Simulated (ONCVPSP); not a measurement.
## Configuration tests for Mg (Z = 12) (ONCV)

ONCVPSP 4.0.1 input, shortened (lines: element, Z, core and valence counts, functional; n l f; lmax; l rc ep ncon nbas qcut; lloc lpopt rc5 dvloc0; l nproj debl; icmod fcfact rcfact), LDA (Perdew-Wang 92), scalar-relativistic:

```
  Mg 12.00    1    3  -001012      upf
    1    0    2.00
    2    0    2.00
    2    1    6.00
    3    0    2.00
    1
    0    1.45    0.00    3    7    8.60
    1    0.65    0.00    5    8   20.10
    4    2    0.45    0.00
    0    2    2.60
    1    2    4.00
    0    0.00    0.00
```

Energies are relative to the spin-unpolarised reference configuration 2s2 2p6 3s2; without spin polarisation the order of configurations can differ from experiment.

Problem. Give the all-electron excitation energy and the error of the potential for: 2s2 2p6 3s1; 2s2 2p6 3s0; 2s2 2p6 3s1.5; 2s2 2p5 3s2.

Solution.

```csv
valence configuration,charge,ΔE all-electron (eV),error AE − PS (meV)
2s2 2p6 3s1,+1,8.068,-0.2
2s2 2p6 3s0,+2,23.111,-0.7
2s2 2p6 3s1.5,+0.5,3.189,-0.1
2s2 2p5 3s2,+1,58.656,+49
```
